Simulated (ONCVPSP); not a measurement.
lanthanum (La): excitation energies, all-electron against ONCV

ONCVPSP 4.0.1 input, shortened (lines: element, Z, core and valence counts, functional; n l f; lmax; l rc ep ncon nbas qcut; lloc lpopt rc5 dvloc0; l nproj debl; icmod fcfact rcfact), PBE, fully relativistic:

```
  La 57.00    9    4        4      upf
    1    0    2.00
    2    0    2.00
    2    1    6.00
    3    0    2.00
    3    1    6.00
    3    2   10.00
    4    0    2.00
    4    1    6.00
    4    2   10.00
    5    0    2.00
    5    1    6.00
    5    2    1.00
    6    0    2.00
    3
    0    2.55    0.00    4    8    5.80
    1    2.65    0.00    4    7    5.40
    2    2.40    0.00    4    8    3.50
    3    2.40    0.40    4    8    4.90
    2    5    2.40    0.00
    0    2    1.40
    1    2    1.10
    2    0    2.70
    3    2    3.00
    1    0.50    0.00
```

Open shells are filled in proportion to 2j + 1.

In the f channel the program set the typed energies aside and used -0.155, 2.845 Ha (j = l + 1/2; the other j can differ).

Energies are relative to the spin-unpolarised reference configuration 5s2 5p6 5d1 6s2; without spin polarisation the order of configurations can differ from experiment. The d channel is local and has no spin–orbit splitting in the pseudo-atom.

Give the all-electron excitation energy and the error of the potential for: 5s2 5p6 5d1 6s1; 5s2 5p6 5d1 6s0; 5s2 5p6 5d0 6s0; 5s2 5p6 5d1.5 6s1.5.

| valence configuration | charge | ΔE all-electron (eV) | error AE − PS (meV) |
| --- | --- | --- | --- |
| 5s2 5p6 5d1 6s1 | +1 | 5.966 | -0.5 |
| 5s2 5p6 5d1 6s0 | +2 | 16.852 | -2.7 |
| 5s2 5p6 5d0 6s0 | +3 | 35.790 | +7.8 |
| 5s2 5p6 5d1.5 6s1.5 | 0 | 0.349 | -1.9 |

Levels in the configuration 5s2 5p6 5d0 6s0:

```
   level  all-electron (eV)  pseudo (eV)
5s j=1/2            -61.606      -61.580
5p j=3/2            -43.913      -43.898
5p j=1/2            -46.558      -46.542
```
